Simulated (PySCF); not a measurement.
Isomers of C6H14BP. Method used: PBE0-D3(BJ)/def2-SVP geometry optimisation, gas phase in PySCF 2.14.0. One conformer each; no zero-point energy, no entropy. No frequencies were run at this level. Point groups hold within 0.08 Å.

**Question.** Rank from lowest to highest electronic energy at this level (kcal/mol).
A. `[BH3-:1][P@H+:2]1[CH2:3][CH2:4][C:5]([CH3:6])=[C:7]1[CH3:8]` with B1–P2–C3–C4 145°, P2–C3–C4–C5 -22°, C3–C4–C5–C6 -165°, B1–P2–C7–C5 -137°
B. `[CH3:1][C@@H:2]1[CH2:3][CH2:4][CH2:5][C@@H:6]1[BH:7][PH2:8]` with C5–C6–B7–P8 -145°, C6–B7–P8–H -138° and -35°, C1–C2–C3–C4 -81°, C2–C3–C4–C5 -23°, C3–C4–C5–C6 -2°, C4–C5–C6–B7 166°
C. `C(C)(C)(C)[P+]1([BH3-])C=C1`

**Answer.** B (0.0), A (1.5), C (46.3).

As drawn, the highest has a three-membered ring, which the lowest lacks. Neighbours under 2.5 kcal/mol apart (C[C@@H]1CCC[C@@H]1BP and [BH3-][P@H+]1CCC(C)=C1C) can change places with a better method, another conformer or zero-point energy.

```tsv
SMILES	E (Eh)	E rel (kcal/mol)	dipole (D)	point group	A, B, C (MHz)
C[C@@H]1CCC[C@@H]1BP	-602.53405	0.0	1.19	C1	3215, 976.6, 845.4
[BH3-][P@H+]1CCC(C)=C1C	-602.53169	1.5	5.83	C1	2472, 1415, 974.9
[BH3-][P+]1(C(C)(C)C)C=C1	-602.46027	46.3	5.22	C1	2185, 1544, 1224
```
